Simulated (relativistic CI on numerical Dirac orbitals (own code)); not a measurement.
## Cs⁵²⁺: sensitivity of the levels to the model

Base calculation: Dirac-Coulomb-Breit CI, KLI orbitals optimised for each configuration, model QED (radiative potential, 1s self-energy scaled to tabulated hydrogen-like ionisation energies), unscaled Slater integrals.

CI space (outside the closed core 1s2): 2s, 2p, 3s, 3p, 3d, 4s, 4p, 4d, 4f, 5s, 5p, 5d, 5f, 5g, 6s, 6p, 6d. Levels of other configurations are missing.

The lowest level and the first level of each name with at least 55 % of one term (blank where a level has no safe partner in the second run):

| Level | Base (eV) | Shift (eV) |
| --- | --- | --- |
| 2s ²S1/2 | 0.00 | 0.00 |
| 2p ²P°1/2 | 123.15 | -6.16 |
| 2p ²P°3/2 | 526.65 | +0.89 |
| 3s ²S1/2 | 5742.86 | +4.31 |
| 3p ²P°1/2 | 5776.75 | +2.67 |
| 3p ²P°3/2 | 5896.68 | +4.59 |
| 3d ²D3/2 | 5907.19 | +5.87 |
| 3d ²D5/2 | 5943.48 | +5.96 |
| 4s ²S1/2 | 7722.10 | +5.30 |
| 4p ²P°1/2 | 7735.95 | +4.64 |
| 4p ²P°3/2 | 7786.36 | +5.42 |
| 4d ²D3/2 | 7790.77 | +5.93 |
| 4d ²D5/2 | 7806.12 | +5.97 |
| 4f ²F°5/2 | 7806.34 | +5.99 |
| 4f ²F°7/2 | 7813.89 | +5.99 |
| 5s ²S1/2 | 8628.02 | +5.64 |
| 5p ²P°1/2 | 8634.99 | +5.31 |
| 5p ²P°3/2 | 8660.70 | +5.70 |
| 5d ²D3/2 | 8662.95 | +5.95 |
| 5d ²D5/2 | 8670.81 | +5.98 |
| 5f ²F°5/2 | 8670.94 | +5.99 |
| 5g ²G7/2 | 8674.80 | +5.99 |

At this charge energies of transitions that change n are usually good to better than 1 %, and those within a shell (Δn = 0) to a few per cent.

(1) One thing was changed in a second run, which moved the levels as shown. Which?
A. configuration mixing switched off
B. QED terms removed
C. non-relativistic limit
D. Breit term removed

## Answers

(1) D. Breit term removed. The Breit term mainly narrows fine-structure intervals, so removing it widens them.
